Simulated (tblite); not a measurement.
Species: C5H7PSi.
Atom-mapped SMILES: `[SiH3:1][c:2]1[cH:3][cH:4][cH:5][cH:6][p:7]1` (hydrogens: H8, H9, H10 on Si1; H11 on C3; H12 on C4; H13 on C5; H14 on C6)

Geometry (GFN2-xTB, Å), atoms numbered from 1 in this order:
```
atom  x, y, z in Å
Si1    2.583   -0.290    0.127
C2     0.692   -0.222    0.036
C3     0.027    0.989   -0.051
C4    -1.349    1.137   -0.117
C5    -2.222    0.061   -0.101
C6    -1.797   -1.248   -0.021
P7    -0.143   -1.758    0.073
H8     3.089   -1.059   -1.012
H9     3.100    1.080    0.085
H10    2.975   -0.942    1.378
H11    0.629    1.892   -0.069
H12   -1.758    2.136   -0.182
H13   -3.286    0.258   -0.154
H14   -2.542   -2.035   -0.015
```

Calculated harmonic vibrations of the isolated species, GFN2-xTB (tblite), most abundant isotopes, no scaling. Errors from tens to a few hundred cm⁻¹ against measured bands are possible. Modes of hydrogen on silicon can be 10 to 20 % off. The optimisation stopped once no atom felt more than 0.01 eV/Å.

Lowest wavenumbers of the output (negative numbers stand for imaginary wavenumbers):
```
mode    cm-1
  1     -28.3
  2     118.3
  3     181.4
  4     258.6
  5     332.7
  6     334.7
  7     482.1
  8     534.9
  9     545.7
 10     579.9
 11     603.2
 12     723.0
 13     770.0
 14     778.0
 15     786.1
```

Task: Is this structure a minimum?

Result: Not by this Hessian. 1 mode is imaginary beyond 20i (28i cm⁻¹), so at this level the point lies at or near a first-order saddle. The curvature is small, so loose convergence or finite differences may be the whole cause.

Task: Which atoms move in the imaginary mode?

Result: 28i: H10 (Si–H hydrogen) 33 %, H8 (Si–H hydrogen) 33 %, H9 (Si–H hydrogen) 28 %. These are shares of the mass-weighted motion.

Task: What is the remedy?

Result: Step along that mode in both directions, optimise again with tighter thresholds and repeat the frequencies. The zero-point energy of this point (59.8 kcal/mol) counts the 35 real modes alone, and thermal corrections from it aren't those of a minimum.
